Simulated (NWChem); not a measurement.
System: AlH, singlet; SMILES [AlH]

```xyz
2

Al     0.0000     0.0000     0.1423
H      0.0000     0.0000    -1.5249
```
Atoms are numbered in this order, from 1.

Low-valent species are run as closed-shell singlets; no triplet was tried in these runs. The geometry was optimised at PBE0/def2-SVP. B3LYP is NWChem's, with the RPA form of VWN correlation.

 States above −ε(HOMO) = 5.7 eV lie in this functional's continuum and hang on the basis.

Task: List the 4 lowest vertical singlet excitations from B3LYP/def2-SVPD, TDA (NWChem).

Result: 
```tsv
state	energy (eV)	oscillator strength	leading excitation (squared amplitude)
S1	3.02	0.063	HOMO → LUMO (0.96)
S2	3.02	0.063	HOMO → LUMO+1 (0.96)
S3	5.35	0.151	HOMO → LUMO+2 (0.99)
S4	6.72	0.039	HOMO → LUMO+4 (0.80)
```
